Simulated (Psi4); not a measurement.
Psi4 input (wB97X-D/6-31G*):

```
memory 1500 MB

molecule {
0 1
N    -1.56282700    0.14996400    1.16280000
Si   -1.17907000   -0.36180000   -0.44804100
Si    1.13126900    0.03196900   -0.66411900
N     1.65275600    0.47055100    0.92951700
H    -2.49161400    0.02386000    1.53559700
H    -1.15065900    1.00568100    1.50340200
H    -1.52385500   -1.80188400   -0.55785500
H    -1.93353500    0.32213000   -1.53898400
H     1.43253600    1.17177500   -1.56681400
H     1.81312400   -1.15297400   -1.26254800
H     2.60484900    0.75747200    1.09898300
H     1.28886800   -0.05202700    1.71223200
symmetry c1
no_reorient
no_com
}

set {
  basis 6-31G*
  reference rks
  scf_type pk
  dft_radial_points 99
  dft_spherical_points 590
  e_convergence 1e-8
  d_convergence 1e-7
  maxiter 150
}

e = energy('wb97x-d')
print_out(f'\nFINAL {e:.10f} DIPOLE {variable("CURRENT DIPOLE")[0]:.6f} {variable("CURRENT DIPOLE")[1]:.6f} {variable("CURRENT DIPOLE")[2]:.6f}\n')
```

From the output:

```
    One-Electron Energy =               -1406.1328686664396628
    Two-Electron Energy =                 528.9938069313221831
    DFT Exchange-Correlation Energy =     -41.8273815835637279
    Empirical Dispersion Energy =          -0.0047937340045580
    VV10 Nonlocal Energy =                  0.0000000000000000
    Total Energy =                       -693.2563393279391448

Computation Completed

Properties will be evaluated at   0.000000,   0.000000,   0.000000 [a0]

Properties computed using the SCF density matrix

 Multipole Moments:

 ------------------------------------------------------------------------------------
     Multipole            Electronic (a.u.)      Nuclear  (a.u.)        Total (a.u.)
 ------------------------------------------------------------------------------------

 L = 1.  Multiply by 2.5417464519 to convert [e a0] to [Debye]
 Dipole X            :          0.0276821            0.0000057            0.0276878
 Dipole Y            :          0.1910413            0.0000076            0.1910488
 Dipole Z            :          0.6442186           -0.0000151            0.6442034
 Magnitude           :                                                    0.6725060

 ------------------------------------------------------------------------------------

FINAL -693.2563393279 DIPOLE 0.027688 0.191049 0.644203

*** Psi4 exiting successfully. Buy a developer a beer!
```

The geometry given is a B3LYP-D3(BJ)/def2-TZVP minimum.
